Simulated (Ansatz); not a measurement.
**Calibrating PBE-D4/def2-TZVPP on molecular compounds of Cd**

The vertical ionisation energy (cation less neutral) in eV of 6 molecular compounds of Cd: x at PBE-D4/def2-TZVPP, y at CCSD(T)/def2-TZVPP. Shapes, held fixed at every level: PBE0-D4/def2-TZVP. Flexible molecules stand in one conformer, not always the lowest. Programs: Ansatz 0.2.0.

| molecule | x (eV) | y (eV) |
| --- | --- | --- |
| C3H9CdNS (SMILES C[S][Cd][N](C)C) | 7.29 | 7.48 |
| C3H8CdO2 (SMILES CC(C)[O][Cd][OH]) | 8.83 | ? |
| CH3CdClS (SMILES C[S][Cd][Cl]) | 8.84 | 9.02 |
| Cd(CH3)(OH) | 9.68 | 10.01 |
| Cd(NH2)F | 9.77 | 9.78 |
| Cd(OH)2 | 9.93 | 10.62 |

Task: Fit y = c + s·x to the known rows and predict y for C3H8CdO2.

Result: 
1. Means of the 5 rows: x = 9.1020, y = 9.382.
2. Σ(Δx)² = 4.8179, Σ(Δx·Δy) = 5.1952, so the slope is 5.1952/4.8179 = 1.0783.
3. Intercept: 9.382 − (1.0783) × 9.1020 = -0.433. The largest residual of the fit is 0.35.
4. C3H8CdO2: -0.433 + 1.0783 × 8.83 = 9.09 eV.

CCSD(T)/def2-TZVPP gives 9.31 eV, so the prediction is off by -0.22 eV, within the largest residual. Uncorrected, PBE-D4/def2-TZVPP misses it by -0.48 eV, and the other rows by 0.28 on average. The line removes about 50 % of this miss. Left out in turn, the other rows are missed by 0.31 eV on average, worse than no correction. Cations run unrestricted. For atoms past krypton def2 sets carry core potentials with scalar relativity. Outer-core shells of Cd are correlated, in sets that cover them unevenly.
